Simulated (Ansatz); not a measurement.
```yaml
atoms:
  - { symbol: C, position_ang: [2.2814, 0.0000, 0.0000] }
  - { symbol: C, position_ang: [1.8457, 1.3410, 0.0000] }
  - { symbol: C, position_ang: [0.7050, 2.1698, 0.0000] }
  - { symbol: C, position_ang: [-0.7050, 2.1698, 0.0000] }
  - { symbol: C, position_ang: [-1.8457, 1.3410, 0.0000] }
  - { symbol: C, position_ang: [-2.2814, 0.0000, 0.0000] }
  - { symbol: C, position_ang: [-1.8457, -1.3410, 0.0000] }
  - { symbol: C, position_ang: [-0.7050, -2.1698, 0.0000] }
  - { symbol: C, position_ang: [0.7050, -2.1698, 0.0000] }
  - { symbol: C, position_ang: [1.8457, -1.3410, 0.0000] }
  - { symbol: H, position_ang: [3.3664, 0.0000, 0.0000] }
  - { symbol: H, position_ang: [2.7235, 1.9787, 0.0000] }
  - { symbol: H, position_ang: [1.0403, 3.2017, 0.0000] }
  - { symbol: H, position_ang: [-1.0403, 3.2017, 0.0000] }
  - { symbol: H, position_ang: [-2.7235, 1.9787, 0.0000] }
  - { symbol: H, position_ang: [-3.3664, 0.0000, 0.0000] }
  - { symbol: H, position_ang: [-2.7235, -1.9787, 0.0000] }
  - { symbol: H, position_ang: [-1.0403, -3.2017, 0.0000] }
  - { symbol: H, position_ang: [1.0403, -3.2017, 0.0000] }
  - { symbol: H, position_ang: [2.7235, -1.9787, 0.0000] }
```

Basis set: def2-TZVP. Charge 0. Computed with Ansatz (development build ahead of 0.2.0); the lowest solution found for each multiplicity.

Problem. How do the multiplicities compare at this shape? Give, from the lowest of each method, PBE0 (restricted) for 1, 3; PBE0 (unrestricted) for 1, 3.

Solution.

```json
{"method": "PBE0, restricted", "multiplicity": "1", "E (eV)": "0.000", "<S²>": "0.00"}
{"method": "PBE0, restricted", "multiplicity": "3", "E (eV)": "2.838", "<S²>": "2.00"}
{"method": "PBE0, unrestricted", "multiplicity": "1", "E (eV)": "0.000", "<S²>": "0.00"}
{"method": "PBE0, unrestricted", "multiplicity": "3", "E (eV)": "2.644", "<S²>": "2.06"}
```
